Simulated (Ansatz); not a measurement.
`NB(F)Cl` + H₂Se → `NB(F)[SeH]` + HCl at 500 K and 1 bar (ligand exchange at a B–Cl bond).

Computed with Ansatz on PBE0-D4/def2-TZVP structures; ΔE is electronic, products minus reactants. CCSD(T)/CBS adds triple-zeta CCSD(T) − MP2 to the extrapolated MP2 energy (def2 sets, frozen cores). This one scheme is used for every species. For Se outer-core shells are correlated without core-valence functions, which leaves a few kJ/mol of doubt a bond. Scalar relativity is left out up to krypton. Each species was taken in one conformer, which may not be the lowest.

```tsv
species	CCSD(T)/CBS energy (Eh)	H − E (kJ/mol)	S (J/(mol·K))
`NB(F)Cl`	-640.42619	123.0	329.0
H₂Se	-2401.89790	53.1	237.8
`NB(F)[SeH]`	-2581.93092	146.4	361.8
HCl	-460.38127	32.5	201.9
```

H − E and S are ideal-gas, rigid-rotor, harmonic terms from PBE0-D4/def2-TZVP, for one conformer and one mirror image of each species. 1 Eh = 2625.50 kJ/mol, R = 8.31446 J/(mol·K).

Question: By hand: ΔE, ΔH, ΔS and ΔG.

Answer: ΔE = (-2581.93092) + (-460.38127) − (-640.42619) − (-2401.89790) = 0.01190 Eh = 31.2 kJ/mol. Δ(H − E) = 146.4 + 32.5 − 123.0 − 53.1 = 2.8, so ΔH = 34.0 kJ/mol. ΔS = 361.8 + 201.9 − 329.0 − 237.8 = -3.1 J/(mol·K). ΔG = 34.0 − 500 × (-3.1)/1000 = 35.5 kJ/mol.

Question: By hand: the equilibrium constant, and the temperature at which ΔG would vanish if ΔH and ΔS stayed fixed.

Answer: log₁₀ K = −ΔG/(RT ln 10) = -3.7. ΔH and −TΔS have one sign here, so there is no such temperature.

The number of gas molecules stays the same, so ΔS is small and ΔH decides. A doubt of 5 kJ/mol in ΔE shifts log₁₀ K by 0.5 here. Other conformers and mirror images would add mixing entropy, several J/(mol·K) or more a flexible species. These are equilibria of isolated gas molecules and say nothing of rates. Largest T1 diagnostic: 0.011 (customary marks: 0.02 for closed shells, 0.045 for open ones).

ΔS is within the doubt of such terms, so its sign, and with it that verdict, could turn.
